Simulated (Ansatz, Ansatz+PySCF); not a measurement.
```xyz
8

B     0.0483   -0.0074    0.8701
B    -0.0363   -0.0218   -0.8543
H     1.0037   -0.0365   -0.0325
H    -0.9939    0.0237   -0.0440
H    -0.0340    1.0579    1.5028
H    -0.0394   -1.0271    1.4480
H    -0.0403    1.0804   -1.4601
H    -0.0103   -1.0986   -1.4802
```

Basis set: def2-SVP (spherical functions). Left uncorrelated: 2 orbitals. Charge 0, multiplicity 1.

Computed with Ansatz (development build ahead of 0.2.0); each method stands on the lowest determinant of its kind that the runs found. Restricted open shells among the atoms or ions are ROHF, correlated in semicanonical orbitals with singles. Restricted functionals stand beside restricted open-shell atoms, which can lie above the unrestricted atoms usual in DFT and then raise those values.

The atomization energy at this shape (free ground-state atoms in the same class of orbitals less the molecule, no zero-point energy) of singlet B2H6:

```
               method  atomization energy
 ωB97X (unrestricted)       2527.6 kJ/mol
   ωB97X (restricted)       2535.9 kJ/mol
  r²SCAN (restricted)       2565.9 kJ/mol
r²SCAN (unrestricted)       2554.1 kJ/mol
    PBE0 (restricted)       2540.2 kJ/mol
  PBE0 (unrestricted)       2533.3 kJ/mol
   PBE (unrestricted)       2531.0 kJ/mol
     PBE (restricted)       2536.6 kJ/mol
          RHF-CCSD(T)       2424.2 kJ/mol
                  RHF       2047.6 kJ/mol
                  UHF       2032.0 kJ/mol
```

(1) What does RHF-MP2 give?

## Answers

(1) 2414.2 kJ/mol. Caution: the shape is not the minimum.
